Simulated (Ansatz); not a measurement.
`C[Se][Se]C` + SiH₄ → `C[Se][Se][SiH3]` + CH₄ at 400 K and 1 bar (formal exchange of groups at the Se–C bond).

Isolated molecules relaxed with PBE0-D4/def2-TZVP in Ansatz; ΔE leaves out vibrations. CBS: MP2 limit from def2 TZ/QZ plus the TZ coupled-cluster correction, frozen cores. This one scheme is used for every species. For Se outer-core shells are correlated without core-valence functions, which leaves a few kJ/mol of doubt a bond. Scalar relativity is left out up to krypton. One conformer a species, not always the lowest.

```tsv
species	CCSD(T)/CBS energy (Eh)	H − E (kJ/mol)	S (J/(mol·K))
`C[Se][Se]C`	-4881.13983	230.2	389.9
SiH₄	-291.46306	96.9	218.6
`C[Se][Se][SiH3]`	-5132.18229	202.8	414.6
CH₄	-40.46206	131.3	197.2
```

H − E and S are ideal-gas, rigid-rotor, harmonic terms from PBE0-D4/def2-TZVP, for one conformer and one mirror image of each species. 1 Eh = 2625.50 kJ/mol, R = 8.31446 J/(mol·K).

Task: By hand: ΔE, ΔH, ΔS and ΔG.

Result: ΔE = (-5132.18229) + (-40.46206) − (-4881.13983) − (-291.46306) = -0.04146 Eh = -108.9 kJ/mol. Δ(H − E) = 202.8 + 131.3 − 230.2 − 96.9 = 7.0, so ΔH = -101.9 kJ/mol. ΔS = 414.6 + 197.2 − 389.9 − 218.6 = 3.3 J/(mol·K). ΔG = -101.9 − 400 × (3.3)/1000 = -103.2 kJ/mol.

Task: By hand: the equilibrium constant, and the temperature at which ΔG would vanish if ΔH and ΔS stayed fixed.

Result: log₁₀ K = −ΔG/(RT ln 10) = 13.5. ΔH and −TΔS have one sign here, so there is no such temperature. One of them is within its doubt of zero, so this could turn.

The number of gas molecules stays the same, so ΔS is small and ΔH decides. A doubt of 5 kJ/mol in ΔE shifts log₁₀ K by 0.7 here. Other conformers and mirror images would add mixing entropy, several J/(mol·K) or more a flexible species. These are equilibria of isolated gas molecules and say nothing of rates. Largest T1 diagnostic: 0.011 (customary marks: 0.02 for closed shells, 0.045 for open ones).
